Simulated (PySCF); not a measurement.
C₃H₁₀OSi, SMILES C[Si](C)(C)O, GFN2-xTB optimised geometry.

```
15

C     -0.92     1.13     0.00
Si    -0.30    -0.68     0.00
C     -1.00    -1.65    -1.47
C      1.60    -0.68     0.00
O     -0.89    -1.49     1.30
H     -0.62     1.66    -0.90
H     -0.53     1.69     0.85
H     -2.00     1.17     0.06
H     -0.66    -2.68    -1.45
H     -0.69    -1.21    -2.42
H     -2.09    -1.66    -1.45
H      2.00    -0.22    -0.90
H      2.00    -0.12     0.85
H      1.99    -1.69     0.06
H     -0.69    -1.21     2.19
```

Density from PBE0/def2-TZVP (PySCF 2.14.0) at that geometry.

Minimum of the electron density along straight lines between bonded atoms, close to the bond critical point (lines longer than 1.1 times the sum of covalent radii, or with two minima, are not listed):

```csv
bond,length / Å,ρ at the minimum / e bohr⁻³,∇²ρ there / e bohr⁻⁵,position (fraction from the first atom)
C1–Si2,1.907,0.117,0.15,0.61
Si2–C3,1.898,0.119,0.14,0.39
Si2–C4,1.907,0.117,0.15,0.39
Si2–O5,1.640,0.139,0.85,0.41
C1–H6,1.085,0.274,-0.92,0.64
C1–H7,1.087,0.273,-0.91,0.64
C1–H8,1.086,0.274,-0.92,0.64
C3–H9,1.085,0.275,-0.92,0.64
C3–H10,1.085,0.274,-0.92,0.64
C3–H11,1.085,0.275,-0.92,0.64
C4–H12,1.085,0.274,-0.92,0.64
C4–H13,1.087,0.273,-0.91,0.64
C4–H14,1.086,0.274,-0.92,0.64
O5–H15,0.953,[?],[?],0.81
```

Question: Fill in the missing entries.

Answer: 
- O5–H15, ρ at the minimum / e bohr⁻³: 0.363
- O5–H15, ∇²ρ there / e bohr⁻⁵: -2.50
